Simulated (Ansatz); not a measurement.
Geometry optimisation, Ansatz 0.2.0, RKS PBE/def2-SVP.

The input (input.yaml):

```yaml
crystal:
  periodic: [false, false, false]
  atoms:
    - { symbol: Ti, position_ang: [-0.117429, 0.200312, 0.052148] }
    - { symbol: Cl, position_ang: [0.586501, 0.732526, 2.222279] }
    - { symbol: Cl, position_ang: [1.651755, -0.216329, -1.236647] }
    - { symbol: "N", position_ang: [-0.923899, 1.731842, -0.60251] }
    - { symbol: H, position_ang: [-1.911647, 1.796717, -0.872537] }
    - { symbol: H, position_ang: [-0.442479, 2.628882, -0.740155] }
    - { symbol: O, position_ang: [-1.381924, -1.016334, -0.023054] }
    - { symbol: Si, position_ang: [-1.929278, -2.610742, 0.237306] }
    - { symbol: H, position_ang: [-1.99616, -2.904382, 1.704353] }
    - { symbol: H, position_ang: [-3.32222, -2.64355, -0.333024] }
    - { symbol: H, position_ang: [-1.07911, -3.592022, -0.510503] }
    - { symbol: O, position_ang: [0.804568, -2.47157, 1.357395] }
    - { symbol: H, position_ang: [1.661796, -2.529232, 0.896161] }
    - { symbol: H, position_ang: [0.978327, -1.798018, 2.063687] }
basis:
  gaussian: { orbitals: def2-SVP }
hamiltonian:
  xc: pbe
relax:
  f_tol: 0.03
  max_steps: 50
```

Command:

```bash
$ ansatz run input.yaml --threads 4 --pin off --max-ram 5120MiB --backend cpu --events-out ev --progress --plain --runs-dir out
```

Problem. Where does it end, and by what steps?

Solution. The run converged. After 9 steps the energy has fallen by 0.209 eV; H13 moved furthest, 0.59 Å. Joined: Ti1–O12 (3.11 → 2.42 Å).

| step | energy less start (eV) | largest force component (eV/Å) | accepted |
| --- | --- | --- | --- |
| 0 | 0.0000 | 0.908 | yes |
| 1 | -0.0891 | 0.289 | yes |
| 2 | -0.1218 | 0.318 | yes |
| 3 | -0.1542 | 0.779 | yes |
| 4 | -0.1814 | 0.768 | yes |
| 5 | -0.1559 | 0.751 | no |
| 6 | -0.2051 | 0.217 | yes |
| 7 | -0.2072 | 0.084 | yes |
| 8 | -0.2083 | 0.040 | yes |
| 9 | -0.2087 | 0.006 | yes |

```xyz
14
Properties=species:S:1:pos:R:3
Ti -0.085 -0.013 0.210
Cl 0.464 0.717 2.300
Cl 1.724 -0.345 -1.138
N -0.784 1.549 -0.517
H -1.730 1.626 -0.908
H -0.289 2.446 -0.584
O -1.483 -1.086 0.007
Si -2.081 -2.660 0.223
H -2.131 -2.993 1.686
H -3.473 -2.684 -0.343
H -1.224 -3.642 -0.520
O 0.861 -2.018 1.180
H 1.660 -2.013 0.609
H 1.148 -1.576 2.010
```

Whether the end is a true minimum wasn't checked by a vibrational analysis.

Time of the run: 36 s on 4 threads of Arm Neoverse V2 (shared host), peak memory 0.29 GiB.
